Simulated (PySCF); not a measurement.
Several molecules and their computed UV-vis stick spectra, shuffled. Computed with TDDFT CAM-B3LYP/def2-SVPD, vertical, gas phase, core orbitals frozen in the response (PySCF). Geometries: GFN2-xTB; one conformer of each isolated species. Triplets are in the Tamm–Dancoff approximation.

A. `C=C([SiH2]N)N(C)C`
B. `CN1CC[Si@@]1(C)N`
C. `c1coc(CC[SiH3])n1`
D. `C#C[SiH2]CNC(C)=O`
E. `C/C=P\C(F)(F)F`

Lowest singlet levels (six at most, fewer where fewer were computed) with oscillator strengths:

1. 249 nm (f 0.007); 226 nm (f 0.265); 192 nm (f 0.000); 185 nm (f 0.000); 170 nm (f 0.028); 155 nm (f 0.222); T1 2.76 eV
2. 197 nm (f 0.209); 188 nm (f 0.003); 181 nm (f 0.019); 170 nm (f 0.046); 165 nm (f 0.010); 159 nm (f 0.001); T1 4.19 eV
3. 207 nm (f 0.000); 202 nm (f 0.002); 193 nm (f 0.002); 187 nm (f 0.000); 184 nm (f 0.001); 174 nm (f 0.055); T1 5.11 eV
4. 225 nm (f 0.122); 219 nm (f 0.065); 201 nm (f 0.063); 193 nm (f 0.024); 191 nm (f 0.005); 187 nm (f 0.012); T1 3.72 eV
5. 219 nm (f 0.000); 194 nm (f 0.034); 190 nm (f 0.011); 189 nm (f 0.039); 181 nm (f 0.060); 174 nm (f 0.020); T1 5.56 eV

Question: Match each spectrum to its molecule.

Answer: 1 = E, 2 = C, 3 = D, 4 = A, 5 = B.
- A: S1 at 5.51 eV, HOMO→LUMO+1 (86%); Löwdin shares by element: HOMO carbon 44% or more, nitrogen 36% or more (atoms not listed hold the other 20%); LUMO silicon 29%, hydrogen 14% or more, nitrogen 11% or more, carbon 8% or more (atoms not listed hold the other 38%); HOMO -7.04 and LUMO 1.09 eV.
- B: S1 at 5.66 eV, HOMO→LUMO (69%), HOMO→LUMO+1 (26%); Löwdin shares by element: HOMO nitrogen 53% or more, carbon 19% or more, silicon 6% (atoms not listed hold the other 22%); LUMO silicon 26%, hydrogen 18% or more, carbon 10% or more (atoms not listed hold the other 45%); HOMO -7.31 and LUMO 1.10 eV.
- C: S1 at 6.29 eV, HOMO→LUMO (81%), HOMO→LUMO+1 (12%); Löwdin shares by element: HOMO carbon 69% or more, nitrogen 11% (atoms not listed hold the other 20%); LUMO carbon 25% or more, oxygen 12%, silicon 10% (atoms not listed hold the other 54%); HOMO -8.35 and LUMO 0.89 eV.
- D: S1 at 5.98 eV, HOMO→LUMO+1 (21%), HOMO→LUMO+2 (17%); Löwdin shares by element: HOMO carbon 36% or more, oxygen 15%, nitrogen 12% (atoms not listed hold the other 37%); LUMO carbon 35% or more, hydrogen 18% or more (atoms not listed hold the other 48%); HOMO -8.73 and LUMO 0.85 eV.
- E: S1 at 4.97 eV, HOMO-1→LUMO (98%); Löwdin shares by element: HOMO carbon 45% or more, phosphorus 39% (atoms not listed hold the other 16%); LUMO carbon 46%, phosphorus 41%; HOMO -9.11 and LUMO -1.01 eV; point group Cs, 2 of its 6 listed states under f = 0.0005.
